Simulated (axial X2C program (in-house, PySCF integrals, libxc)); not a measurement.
## ClHfCl⁻: properties at the nuclei

Calculated with an in-house all-electron X2C program for linear molecules (integrals from PySCF): two-component X2C with atomic mean-field Coulomb and Gaunt terms, Gaussian nuclei, basis Cl dyall-av3z, Hf dyall-v3z with contracted cores.

Cl–Hf–Cl held linear, with bonds 2.395 and 2.395 Å (near the PBE0 minimum at charge -1 of the determinant lowest at the starting distance; the state shown can have its own minimum elsewhere, held linear; other orders of the atoms were not compared).

Determinant lowest in the PBE0 search, Ω = 3/2 (⟨Sz⟩ = -0.49, ⟨Lz⟩ = 1.99 at PBE0), spin on the atoms Cl -0.03, Hf -0.42, Cl -0.03:

```csv
level,A∥/gI Cl (MHz),qzz Cl (a.u.),A∥/gI Hf (MHz),qzz Hf (a.u.)
PBE0,4.71,0.16,402,-6.54
HF,11.1,0.06,-106,-8.36
PBE,4.91,0.15,455,-5.94
```

Determinant 0.33 eV from it at PBE0 and this distance, Ω = 5/2 (⟨Sz⟩ = 0.50, ⟨Lz⟩ = 2.00 at PBE0), spin on the atoms Cl 0.03, Hf 0.44, Cl 0.03:

```
level  A∥/gI Cl (MHz)  qzz Cl (a.u.)  A∥/gI Hf (MHz)  qzz Hf (a.u.)
 PBE0           -2.54           0.16             333          -6.88
   HF           -8.74           0.07             510          -8.53
  PBE           -1.27           0.15             335          -6.32
```

A∥ (defined per Ω) follows by multiplying with gI = μI/(I μN); qzz is the electric field gradient, eQq0 = 234.96 MHz × Q/barn × qzz. The operators were transformed with the bare-nucleus X2C matrices; with these basis sets, hyperfine constants and field gradients can be off by tens of per cent, and where levels differ in sign neither size nor sign is settled.

Q: With Q(177Hf) = 3.365 barn (Q from Pyykkö, Mol. Phys. 2018), turn the PBE0 values of the first state into constants in MHz.

A: eQq0(177Hf) = 234.96 × (3.365) × (-6.54) = -5170 MHz.

The molecule was held linear; bending was not examined, so a bent shape may lie lower.

Each state is one determinant with collinear spin. Unrestricted Hartree–Fock can overshoot spin polarisation at the nuclei. For an anion, determinants above electron detachment, or with a positive highest level, are held by the basis set. The search compared states at one distance, so a state with another bond length can lie lower. Where a field gradient or hyperfine factor spreads by more than a factor of two over the levels, a constant derived from it is not to be relied on. PBE0 term energies can be off by some tenths of an eV.
